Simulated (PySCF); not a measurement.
Dipole response of Os²⁺ (osmium, charge +2)

[Xe] 4f14 5d5 6s1, high-spin 7S determinant (an excited configuration). Calculation: PySCF 2.14, in ANO-RCC-VTZP; scalar relativity by spin-free X2C-1e. Coupled (time-dependent) response in atomic units; α is the mean over directions. The basis has no added diffuse functions, which lowers α and C₆.

```tsv
method	mean α (bohr³)	C₆ (like pair)	S(−4)
UHF	21.68	144.1	228.0
```

S(−4) is the Cauchy moment in α(ω) = α(0) + S(−4) ω² + …

α(iu) at UHF:

```json
{"u (hartree)": "0", "α(iu) (bohr³)": "21.68"}
{"u (hartree)": "0.0500", "α(iu) (bohr³)": "21.13"}
{"u (hartree)": "0.100", "α(iu) (bohr³)": "19.68"}
{"u (hartree)": "0.200", "α(iu) (bohr³)": "15.79"}
{"u (hartree)": "0.300", "α(iu) (bohr³)": "12.40"}
{"u (hartree)": "0.500", "α(iu) (bohr³)": "8.273"}
{"u (hartree)": "0.750", "α(iu) (bohr³)": "5.807"}
{"u (hartree)": "1.00", "α(iu) (bohr³)": "4.494"}
{"u (hartree)": "1.50", "α(iu) (bohr³)": "3.054"}
{"u (hartree)": "2.00", "α(iu) (bohr³)": "2.237"}
{"u (hartree)": "3.00", "α(iu) (bohr³)": "1.350"}
{"u (hartree)": "5.00", "α(iu) (bohr³)": "0.6552"}
```

A single London oscillator, α(iu) = α/(1 + u²/ω²), gives C₆ = (3/4) ω α². Matching the computed C₆ needs ω = 4 × 144.1 / (3 × 21.68²) = 0.409 hartree.

For an ion, C₆ is the dispersion term alone; charge-induced terms of lower order in 1/R come first.

Spin-orbit coupling, which splits the p, d and f shells strongly at this Z, is absent.
